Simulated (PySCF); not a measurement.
WF3, SMILES [F][W]([F])[F] (connectivity only; charge and spin as stated), neutral, multiplicity 4. Geometry: PBE-D3(BJ)/def2-TZVP. The spin state was assumed, not searched. The def2 effective core potentials stand for the cores of W; spin–orbit coupling is left out.

These are PBE-D3(BJ)/def2-TZVP in PySCF values and carry that method's errors.

Harmonic wavenumbers (cm⁻¹): 144, 155, 155, 666, 666, 668. Rotational constants (GHz): 5.020, 5.020, 2.510; symmetry number 6.

### Question
Work out the zero-point energy and the ideal-gas rigid-rotor harmonic-oscillator thermochemistry at 298.15 K and 1 atm.

### Answer
ZPE = ½ Σ hcν = ½ × 2454 cm⁻¹ = 14.68 kJ/mol. H − E(el) = 30.64 kJ/mol. Entropy in J/(mol K): translation 177.14, rotation 94.02, vibration 37.72, spin 11.53, total 320.41. G − E(el) = -64.89 kJ/mol. Cp = 68.35 J/(mol K). Modes under 150 cm⁻¹ make the vibrational entropy uncertain.
